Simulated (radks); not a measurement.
Species: Ir LXXIII. Configuration: [He] 2s2 2p1.

Calculated with a radial shooting solver on a logarithmic mesh with Libxc functionals: scalar-relativistic Kohn-Sham, LDA (Slater exchange, Perdew-Wang correlation), spin-unpolarised, spherical densities, point nucleus.

Energy parts (eV):
| part | energy |
|---|---|
| total | -237106.27 |
| kinetic | 281042.77 |
| electron-nucleus | -523772.38 |
| Hartree | 7631.83 |
| exchange-correlation | -2008.49 |

Orbitals (lengths in bohr, moments of r in powers of bohr; <r^-3> diverges for s and p1/2; r(90%) holds 90 % of the orbital's charge):
[
 {"orbital": "1s", "occ.": "2", "eigenvalue (eV)": "-84703.09", "<r^-3>": "-", "r(90%)": "0.0317"},
 {"orbital": "2s", "occ.": "2", "eigenvalue (eV)": "-20771.37", "<r^-3>": "-", "r(90%)": "0.110"},
 {"orbital": "2p", "occ.": "1", "eigenvalue (eV)": "-19189.75", "<r^-3>": "25440", "r(90%)": "0.102"},
 {"orbital": "3s", "occ.": "0", "eigenvalue (eV)": "-8841.480", "<r^-3>": "-", "r(90%)": "0.241"},
 {"orbital": "3p", "occ.": "0", "eigenvalue (eV)": "-8374.836", "<r^-3>": "7727", "r(90%)": "0.239"},
 {"orbital": "3d", "occ.": "0", "eigenvalue (eV)": "-8074.556", "<r^-3>": "1082", "r(90%)": "0.212"}
]

The highest occupied level is 2p at -19189.7 eV. For comparison, the ionisation energy in NIST's Atomic Spectra Database is 20650 eV (theoretical). In exact Kohn-Sham theory the highest level is minus the ionisation energy, but local and semilocal functionals leave it too shallow, through self-interaction and a potential that decays too fast; potentials with the right tail come closer.

Beside tabulated values, note that spin-unpolarised runs miss the spin-polarisation part of the exchange energy of open shells.
